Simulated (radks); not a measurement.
Spin polarisation of the 5s1 shell in Rb. Start: [Kr] 5s(up 0.5, down 0.5); electrons of 5s are moved from spin down to spin up, other shells keep equal spins. Calculated with a radial shooting solver on a logarithmic mesh with Libxc functionals: scalar-relativistic Kohn-Sham, PBE, spin-polarised, spherical densities, finite nucleus; Fermi nuclear charge, rms radius of each element as measured or else 0.836 A^(1/3) + 0.57 fm.

| moment (Bohr magnetons) | E - E(0) (eV) | e(5s up) (eV) | e(5s down) (eV) | 4p down minus up (eV) | 4s down minus up (eV) | 3d down minus up (eV) |
|---|---|---|---|---|---|---|
| 0 | 0.000 | -2.231 | -2.231 | 0.000 | 0.000 | 0.000 |
| 0.25 | -0.008 | -2.294 | -2.163 | 0.021 | 0.012 | 0.002 |
| 0.5 | -0.033 | -2.350 | -2.091 | 0.043 | 0.024 | 0.005 |
| 0.75 | -0.073 | -2.398 | -2.010 | 0.065 | 0.036 | 0.007 |

At moment 0.75 the spin-polarisation energy is -0.073 eV and the 5s exchange splitting 0.388 eV, that is 0.517 eV per Bohr magneton; E = -I m^2/4 would give I = 0.519 eV.
